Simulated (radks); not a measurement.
The numbers below are computed, except where a source is named.
Q: Successive ionisation energies (eV) of one element, from differences of total energies of ions in their ground configurations, starting at charge 0: 10.230, 23.369, 34.937, 47.205, 72.559, 88.800, 281.46, 329.37, 378.62, 449.21, 506.11, 563.97, 649.45, 708.47, 3223.3, 3492.4. Level of theory: scalar-relativistic Kohn-Sham, PBE, spin-polarised, spherical densities, finite nucleus; open shells are filled with parallel spins first; Fermi nuclear charge, rms radius 3.2611 fm (a radial shooting solver on a logarithmic mesh with Libxc functionals). Which element is it?

A: Sulfur (Z = 16). The first species listed is S in [Ne] 3s2 3p4, the last S15+ in 1s1.
